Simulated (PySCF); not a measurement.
PySCF was given this input:
```python
from pyscf import gto, scf, dft

mol = gto.Mole()
mol.atom = '''
    Br   -0.000000   -0.000000   -0.038935
    H     0.000000    0.000000    1.362726
'''
mol.basis = '6-31g'
mol.charge = 0
mol.spin = 0
mol.verbose = 4
mol.build()

mf = dft.RKS(mol)
mf.xc = 'pbe0'
mf.kernel()
```

Question: Give the number of basis functions at the level PBE0/6-31G (PySCF).

Answer: 29

Question: Give the nuclear repulsion energy at the level PBE0/6-31G.

Answer: 13.2138 Eh

Question: What HOMO-LUMO gap does PBE0/6-31G give?

Answer: 9.02 eV

Question: What is the computed total energy (PBE0/6-31G)?

Answer: -2574.0704 Eh

Question: What is the computed dipole moment (PBE0/6-31G)?

Answer: 1.45 D

Question: Predict the Mulliken (on the basis functions themselves) charges in atom order from PBE0/6-31G.

Answer: Br1 -0.08, H2 0.08
